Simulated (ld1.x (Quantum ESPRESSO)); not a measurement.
**Al (Z = 13): one change to an ultrasoft potential, before and after**

Al (Z = 13), ultrasoft, made with ld1.x (Quantum ESPRESSO) 7.5 (PBE, scalar-relativistic). Core [Ne], reference 3s2 3p1. Waves: 3s (bound): rcut 1.80, rcutus 2.45 bohr; 3s channel at 2.5 Ry: rcut 1.80, rcutus 2.45 bohr; 3p (bound): rcut 1.80, rcutus 2.20 bohr; 3p channel at 0.55 Ry: rcut 1.80, rcutus 2.20 bohr. Local part: all-electron potential smoothed inside 1.80 bohr (lloc = -1). Core correction: none. Augmentation charge: PSQ, inside the norm-conserving radii.

Change: augmentation PSQ, radius 1.75 bohr.

Cutoffs: the cutoffs (Ry, on a coarse ladder) from which the occupation-weighted sum of valence levels, in a spherical-Bessel basis at the reference potential, stays within 10 and 1 mRy of its value at 400 Ry; they do not see the model core or the augmentation charge, which bear on the density cutoff. Errors are all-electron minus pseudo energies relative to the spin-unpolarised reference configuration.

Task: Predict the effect on cutoff, ghosts and configuration errors.

Result: Both files are so soft that the ladder of cutoffs tells neither apart; of the 7 tests that both files solve, the error grows in 0 and shrinks in 3 by more than 15 % and 0.3 meV (median size 20.1 → 8.5 meV); neither file shows a bound ghost.

```csv
quantity,base,changed
"cutoff, loose",6 Ry,6 Ry
"cutoff, tight",6 Ry,6 Ry
bound ghosts,none,none
"error for 3s2 3p0, meV [ΔE 5.76 eV]",-2.6,-2.5
"error for 3s1 3p0, meV [ΔE 24.99 eV]",+34,+9.4
"error for 3s2 3p0.5, meV [ΔE 2.09 eV]",-0.6,-0.4
"error for 3s1 3p1, meV [ΔE 11.57 eV]",+21,+8.5
"error for 3s1 3p2, meV [ΔE 5.14 eV]",+20,+11
"error for 3s2 3p1.3, meV [ΔE -0.57 eV]",-0.1,0.0
"error for 3s0 3p3, meV [ΔE 10.45 eV]",+61,+55
s: phases at 2.66 bohr within 0.05 rad from the reference energy up to (Ry; the scan ends near 5),to the end of the scan,to the end of the scan
p: phases at 2.66 bohr within 0.05 rad from the reference energy up to (Ry; the scan ends near 5),3.6,3.6
lowest overlap eigenvalue by channel,"s 0.69, p 0.79","s 0.69, p 0.79"
```
